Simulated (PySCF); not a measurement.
**Identify the compound**

Molecular formula: C4H2F4. Simulated spectra:

1H NMR (600 MHz, computed): δ 5.12 (dq, J = 54.2, 3.9 Hz, 2H).

13C{1H} NMR (computed): δ 119.1 (C, q, J = 325.7 Hz), 86.6 (C, dq, J = 19.0, 5.1 Hz), 83.2 (C, qd, J = 57.6, 10.6 Hz), 70.1 (CH2, d, J = 249.4 Hz).

PySCF 2.14 calculation with J couplings at B3LYP/pcJ-1 (spin–dipole term only in couplings to heteroatoms), geometry: PBE0-D3(BJ)/def2-SVP and shieldings: GIAO PBE0/pcSseg-1; no solvent model, one computed conformer, no relativistic terms, one averaged value for each set of equivalent atoms.

Shifts are taken against calculated references (same method and geometry level): 1H and 13C against TMS.

Question: Propose a structure and justify it.

Answer: 
1. The formula gives 2 degrees of unsaturation (no ring in the answer).
2. 4 carbon signals for 4 carbons: no two carbons are equivalent.
3. Carbon types of the structure: 3 × C, 1 × CH2, which accounts for all hydrogens.
4. δC 119.1: CF3 carbon; 3 electronegative neighbours deshield it.
5. δC 86.6, 83.2: alkyne carbon; sp carbons lie upfield of alkene carbons because the cylindrical π system leaves one tensor component strongly shielded.
6. δC 70.1: propargylic sp3 CH2 bonded to F; pulled downfield by the heteroatom.
7. δH 5.12: hydrogen on a propargylic sp3 CH2 bonded to F; its carbon carries F, hence the downfield position.

Structure: SMILES FCC#CC(F)(F)F.

The data come from this structure; uniqueness wasn't tested.

C–F couplings over four or more bonds (about 3 Hz to the para carbon of a fluoroarene) are left out. Common functionals overestimate the size of one-bond C–F couplings by tens of Hz; these are unscaled. Splittings below 1 Hz are ignored in the labels, and close J values are merged. Shifts are as computed. Against solution values, carbons near 30 ppm lie about +2 ppm off and those near 130 ppm about +5 ppm. Of 1309 compounds with measured shifts, 239 miss one by over three times the rms of a fit or turn the order of signals round; such compounds aren't used in these exercises.
